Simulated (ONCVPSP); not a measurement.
Logarithmic derivatives: In, ONCV

In (Z = 49), optimised norm-conserving Vanderbilt (ONCV), made with ONCVPSP 4.0.1 (PBE, scalar-relativistic). Core [Kr] 4d10, reference 5s2 5p1. Waves: 5s: rc 2.30 bohr, ncon 3, nbas 8, qcut 3.1 1/bohr, 2 projectors, debl 2 Ha; 5p: rc 2.30 bohr, ncon 5, nbas 8, qcut 3.6 1/bohr, local. Local part: the p channel. Core correction: Teter function, fcfact 2.5, rcfact 1.6.

The phase is arctan(r·R′/R) of the radial function R(r), unwrapped; energies in Ha, scanned from -2 to 5 Ha. A pole is an energy at which the radial function vanishes at the test radius. The pseudo phase is shifted by a multiple of π to meet the all-electron one at the reference energy, and phase errors are pseudo minus all-electron; the curves can meet again beyond the range given. Levels narrower than the energy grid can be missing from the lists of poles.

| channel | radius (bohr) | reference energy (Ha) | poles, all-electron | poles, pseudo | unbroken range about the reference energy with phases within 0.05 rad | phase error 1 Ha above the reference energy (rad) |
| --- | --- | --- | --- | --- | --- | --- |
| s | 2.34 | -0.30 | 0.99 | 0.99, 4.49 | below 2.8 | -0.000 |
| p | 2.34 | -0.09 | 1.74 | 1.51 | below 1.7 | -0.019 |

Phases in the s channel:

```json
{"E (Ha)": "-1.98", "all-electron": "1.214", "pseudo": "1.212"}
{"E (Ha)": "-1.80", "all-electron": "1.177", "pseudo": "1.176"}
{"E (Ha)": "-1.62", "all-electron": "1.129", "pseudo": "1.127"}
{"E (Ha)": "-1.44", "all-electron": "1.063", "pseudo": "1.061"}
{"E (Ha)": "-1.26", "all-electron": "0.967", "pseudo": "0.965"}
{"E (Ha)": "-1.08", "all-electron": "0.817", "pseudo": "0.815"}
{"E (Ha)": "-0.90", "all-electron": "0.569", "pseudo": "0.567"}
{"E (Ha)": "-0.72", "all-electron": "0.153", "pseudo": "0.152"}
{"E (Ha)": "-0.54", "all-electron": "-0.386", "pseudo": "-0.386"}
{"E (Ha)": "-0.36", "all-electron": "-0.821", "pseudo": "-0.820"}
{"E (Ha)": "-0.18", "all-electron": "-1.085", "pseudo": "-1.085"}
{"E (Ha)": "0.00", "all-electron": "-1.243", "pseudo": "-1.244"}
{"E (Ha)": "0.18", "all-electron": "-1.346", "pseudo": "-1.347"}
{"E (Ha)": "0.36", "all-electron": "-1.419", "pseudo": "-1.419"}
{"E (Ha)": "0.54", "all-electron": "-1.473", "pseudo": "-1.474"}
{"E (Ha)": "0.72", "all-electron": "-1.517", "pseudo": "-1.517"}
{"E (Ha)": "0.90", "all-electron": "-1.553", "pseudo": "-1.554"}
{"E (Ha)": "1.08", "all-electron": "-1.586", "pseudo": "-1.586"}
{"E (Ha)": "1.26", "all-electron": "-1.616", "pseudo": "-1.616"}
{"E (Ha)": "1.44", "all-electron": "-1.645", "pseudo": "-1.645"}
{"E (Ha)": "1.62", "all-electron": "-1.676", "pseudo": "-1.676"}
{"E (Ha)": "1.80", "all-electron": "-1.708", "pseudo": "-1.708"}
{"E (Ha)": "1.98", "all-electron": "-1.745", "pseudo": "-1.745"}
{"E (Ha)": "2.16", "all-electron": "-1.790", "pseudo": "-1.790"}
{"E (Ha)": "2.34", "all-electron": "-1.846", "pseudo": "-1.849"}
{"E (Ha)": "2.52", "all-electron": "-1.924", "pseudo": "-1.932"}
{"E (Ha)": "2.70", "all-electron": "-2.041", "pseudo": "-2.063"}
{"E (Ha)": "2.88", "all-electron": "-2.236", "pseudo": "-2.301"}
{"E (Ha)": "3.06", "all-electron": "-2.593", "pseudo": "-2.786"}
{"E (Ha)": "3.24", "all-electron": "-3.184", "pseudo": "-3.523"}
{"E (Ha)": "3.42", "all-electron": "-3.751", "pseudo": "-4.034"}
{"E (Ha)": "3.60", "all-electron": "-4.082", "pseudo": "-4.286"}
{"E (Ha)": "3.78", "all-electron": "-4.262", "pseudo": "-4.426"}
{"E (Ha)": "3.96", "all-electron": "-4.370", "pseudo": "-4.517"}
{"E (Ha)": "4.14", "all-electron": "-4.441", "pseudo": "-4.586"}
{"E (Ha)": "4.32", "all-electron": "-4.492", "pseudo": "-4.648"}
{"E (Ha)": "4.50", "all-electron": "-4.530", "pseudo": "-4.716"}
{"E (Ha)": "4.68", "all-electron": "-4.560", "pseudo": "-4.815"}
{"E (Ha)": "4.86", "all-electron": "-4.584", "pseudo": "-5.049"}
```
